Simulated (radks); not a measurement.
Results of a calculation; reference values are marked as such.
Species: La4+. Configuration: [Kr] 4d10 5s2 5p5 (the NIST ground configuration).

Level of theory: scalar-relativistic Kohn-Sham, revPBE, spin-polarised, spherical densities, point nucleus; open shells are filled with parallel spins first (spin-orbit coupling, left out, can overturn this in heavy ions) (a radial shooting solver on a logarithmic mesh with Libxc functionals).

Energy parts (eV):
part                      energy
total                 -231035.14
kinetic                244400.97
electron-nucleus      -557124.21
Hartree                 87191.58
exchange-correlation    -5503.48

Orbitals (lengths in bohr, moments of r in powers of bohr; r(90%) holds 90 % of the orbital's charge):
[
 {"orbital": "1s up", "occ.": "1", "eigenvalue (eV)": "-38792.43", "r(90%)": "0.0452"},
 {"orbital": "1s down", "occ.": "1", "eigenvalue (eV)": "-38792.36", "r(90%)": "0.0452"},
 {"orbital": "2s up", "occ.": "1", "eigenvalue (eV)": "-6207.661", "r(90%)": "0.166"},
 {"orbital": "2s down", "occ.": "1", "eigenvalue (eV)": "-6207.628", "r(90%)": "0.166"},
 {"orbital": "2p up", "occ.": "3", "eigenvalue (eV)": "-5567.071", "r(90%)": "0.153"},
 {"orbital": "2p down", "occ.": "3", "eigenvalue (eV)": "-5567.013", "r(90%)": "0.153"},
 {"orbital": "3s up", "occ.": "1", "eigenvalue (eV)": "-1357.795", "r(90%)": "0.418"},
 {"orbital": "3s down", "occ.": "1", "eigenvalue (eV)": "-1357.739", "r(90%)": "0.418"},
 {"orbital": "3p up", "occ.": "3", "eigenvalue (eV)": "-1153.286", "r(90%)": "0.424"},
 {"orbital": "3p down", "occ.": "3", "eigenvalue (eV)": "-1153.221", "r(90%)": "0.424"},
 {"orbital": "3d up", "occ.": "5", "eigenvalue (eV)": "-859.7327", "r(90%)": "0.407"},
 {"orbital": "3d down", "occ.": "5", "eigenvalue (eV)": "-859.6699", "r(90%)": "0.407"},
 {"orbital": "4s up", "occ.": "1", "eigenvalue (eV)": "-304.3649", "r(90%)": "0.939"},
 {"orbital": "4s down", "occ.": "1", "eigenvalue (eV)": "-304.2436", "r(90%)": "0.938"},
 {"orbital": "4p up", "occ.": "3", "eigenvalue (eV)": "-237.8300", "r(90%)": "1.01"},
 {"orbital": "4p down", "occ.": "3", "eigenvalue (eV)": "-237.7074", "r(90%)": "1.01"},
 {"orbital": "4d up", "occ.": "5", "eigenvalue (eV)": "-141.5632", "r(90%)": "1.15"},
 {"orbital": "4d down", "occ.": "5", "eigenvalue (eV)": "-141.4003", "r(90%)": "1.15"},
 {"orbital": "5s up", "occ.": "1", "eigenvalue (eV)": "-74.9464", "r(90%)": "2.15"},
 {"orbital": "5s down", "occ.": "1", "eigenvalue (eV)": "-74.0089", "r(90%)": "2.15"},
 {"orbital": "5p up", "occ.": "3", "eigenvalue (eV)": "-57.4407", "r(90%)": "2.44"},
 {"orbital": "5p down", "occ.": "2", "eigenvalue (eV)": "-56.4785", "r(90%)": "2.45"}
]

The highest occupied level is 5p down at -56.479 eV. The density falls to 0.001 e/bohr^3 at r = 3.35 bohr. For comparison, the ionisation energy in NIST's Atomic Spectra Database is 62 eV (semi-empirical). In exact Kohn-Sham theory the highest level is minus the ionisation energy, but local and semilocal functionals leave it too shallow, through self-interaction and a potential that decays too fast; potentials with the right tail come closer. Summed over all electrons, <r^2> = 34.10 bohr^2, which gives a Langevin (diamagnetic) susceptibility term of -27 x 10^-6 cm^3/mol.
